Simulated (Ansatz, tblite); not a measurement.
Forces on `CCCCCCCCCC[S][Cu]` at its r2SCAN-D4/def2-SVP geometry. Charge 0, multiplicity 1.

The xTB rows come from tblite.

GFN2-xTB (tblite), largest force 0.77 eV/Å:

```xyz
33
positions Å, forces eV/Å
C    -1.979    4.953   -2.055   -0.231    0.161   -0.388
C    -1.254    4.051   -1.063    0.230    0.149    0.563
C    -1.097    2.614   -1.556   -0.258   -0.243   -0.678
C    -0.375    1.703   -0.567    0.260    0.238    0.657
C    -0.232    0.262   -1.048   -0.258   -0.241   -0.667
C     0.494   -0.644   -0.058    0.296    0.273    0.612
C     0.595   -2.095   -0.525   -0.389   -0.152   -0.433
C     1.419   -3.002    0.390    0.509   -0.174   -0.096
C     0.850   -3.152    1.800   -0.476    0.106    0.326
C     1.644   -4.112    2.679    0.349   -0.443   -0.524
S     0.926   -4.380    4.349    0.199   -0.085   -0.327
Cu    0.404   -2.382    4.774   -0.083    0.309    0.024
H    -2.079    5.982   -1.674    0.092   -0.440   -0.061
H    -1.438    5.005   -3.015   -0.159   -0.063    0.416
H    -2.992    4.576   -2.269    0.415    0.097    0.138
H    -0.254    4.468   -0.840   -0.307   -0.120   -0.182
H    -1.797    4.045   -0.099    0.079   -0.011   -0.367
H    -2.096    2.193   -1.779    0.316    0.155    0.171
H    -0.552    2.615   -2.519   -0.109    0.038    0.377
H     0.628    2.119   -0.352   -0.311   -0.149   -0.165
H    -0.915    1.713    0.399    0.101   -0.037   -0.362
H     0.303    0.249   -2.017   -0.107    0.048    0.371
H    -1.236   -0.155   -1.256    0.316    0.154    0.164
H    -0.028   -0.597    0.916    0.083   -0.060   -0.376
H     1.511   -0.246    0.126   -0.330   -0.150   -0.163
H     1.037   -2.112   -1.538   -0.049    0.022    0.375
H    -0.424   -2.513   -0.634    0.335    0.153    0.130
H     2.455   -2.618    0.452   -0.386   -0.055    0.035
H     1.494   -4.004   -0.070   -0.126    0.336    0.157
H     0.829   -2.166    2.313    0.068   -0.097   -0.001
H    -0.202   -3.489    1.758    0.375   -0.007   -0.102
H     1.673   -5.111    2.208   -0.083    0.332    0.218
H     2.690   -3.771    2.770   -0.362   -0.044    0.157
```

PBE-D4/def2-TZVP (Ansatz), largest force 0.18 eV/Å:

```
C -0.064 0.076 -0.090
C 0.063 0.020 0.141
C -0.045 -0.043 -0.119
C 0.046 0.041 0.119
C -0.044 -0.046 -0.116
C 0.043 0.051 0.120
C -0.068 -0.029 -0.108
C 0.131 -0.072 -0.027
C -0.144 0.030 0.028
C 0.138 -0.059 -0.052
S 0.081 -0.045 -0.101
Cu -0.059 0.103 0.138
H 0.005 -0.047 -0.017
H -0.023 -0.002 0.044
H 0.045 0.018 0.011
H -0.051 -0.018 -0.019
H 0.021 0.002 -0.054
H 0.046 0.024 0.017
H -0.023 0.005 0.050
H -0.048 -0.021 -0.017
H 0.022 -0.003 -0.051
H -0.022 0.003 0.051
H 0.047 0.024 0.018
H 0.027 -0.006 -0.058
H -0.051 -0.022 -0.018
H -0.014 -0.002 0.051
H 0.052 0.021 0.011
H -0.057 -0.013 -0.003
H -0.006 0.046 0.018
H 0.009 -0.060 -0.049
H 0.081 0.025 -0.015
H -0.034 0.033 0.060
H -0.104 -0.034 0.038
```

BLYP-D4/def2-TZVP (Ansatz), largest force 0.50 eV/Å:

```
C -0.183 0.236 -0.248
C 0.151 0.102 0.371
C -0.129 -0.124 -0.341
C 0.132 0.120 0.338
C -0.128 -0.126 -0.336
C 0.126 0.133 0.348
C -0.171 -0.120 -0.330
C 0.341 -0.207 -0.107
C -0.343 0.189 0.112
C 0.402 -0.203 -0.218
S 0.046 -0.371 0.121
Cu -0.147 0.400 0.258
H 0.007 -0.084 -0.036
H -0.048 0.002 0.081
H 0.084 0.039 0.018
H -0.099 -0.032 -0.029
H 0.045 0.008 -0.099
H 0.098 0.045 0.027
H -0.052 0.004 0.099
H -0.101 -0.042 -0.026
H 0.052 -0.003 -0.101
H -0.052 0.003 0.101
H 0.100 0.045 0.027
H 0.065 -0.007 -0.121
H -0.106 -0.043 -0.024
H -0.039 -0.005 0.102
H 0.106 0.040 0.014
H -0.110 -0.035 -0.010
H -0.004 0.099 0.037
H 0.007 -0.151 -0.114
H 0.147 0.052 -0.024
H -0.026 0.095 0.087
H -0.170 -0.056 0.025
```
